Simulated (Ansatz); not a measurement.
Relaxation of C2H7GaSi (11 atoms, charge 0, multiplicity 1), to a largest force component of 0.015 eV/Å in at most 40 steps.

Theory: RKS PBE0/def2-SVP in Ansatz.

```xyz
11
Properties=species:S:1:pos:R:3
Si -0.155 1.418 -0.946
Ga 0.696 0.563 0.125
C -0.412 -1.399 1.045
C 0.824 -1.077 0.094
H -1.430 0.760 -1.389
H -0.343 1.931 0.433
H 0.048 2.626 -1.828
H -1.304 -1.403 0.502
H -0.421 -0.607 1.893
H 0.880 -1.929 -0.590
H 1.684 -0.938 0.682
```

Where does it end, and by what steps?

The run converged. After 23 steps the energy has fallen by 13.817 eV; Ga2 moved furthest, 1.21 Å. The start is strongly strained (largest force component 21 eV/Å), so its close contacts needn't be bonds. Parted: Ga2–H6, Ga2–H11.

```csv
step,energy less start (eV),largest force component (eV/Å),accepted
0,0.0000,21.105,yes
1,-7.2541,6.177,yes
2,-9.8502,3.186,yes
3,-11.1604,3.220,yes
4,-12.0600,2.594,yes
5,-12.5968,3.973,yes
6,-13.0368,1.835,yes
7,-13.2160,0.604,yes
8,-13.3243,0.430,yes
9,-13.4049,0.342,yes
10,-13.4811,0.223,yes
11,-13.5260,0.342,yes
12,-13.5648,0.302,yes
13,-13.6152,0.234,yes
14,-13.6793,0.622,yes
15,-13.7291,0.540,yes
16,-13.7536,0.716,yes
17,-13.7870,0.515,yes
18,-13.8106,0.261,yes
19,-13.8064,0.255,no
20,-13.8162,0.060,yes
21,-13.8171,0.026,yes
22,-13.8144,0.125,no
23,-13.8174,0.008,yes
```

```xyz
11
Properties=species:S:1:pos:R:3
Si -0.509 1.629 -0.698
Ga 1.620 0.245 -0.596
C -0.261 -0.907 0.620
C 0.954 -1.569 0.523
H -1.502 1.015 -1.648
H -1.260 1.989 0.552
H -0.127 2.943 -1.321
H -1.079 -1.113 -0.076
H -0.520 -0.332 1.513
H 1.102 -2.362 -0.217
H 1.647 -1.595 1.369
```

The run took 97 s on 2 threads of Arm Neoverse V1, with other jobs on the host, peak memory 0.28 GiB.
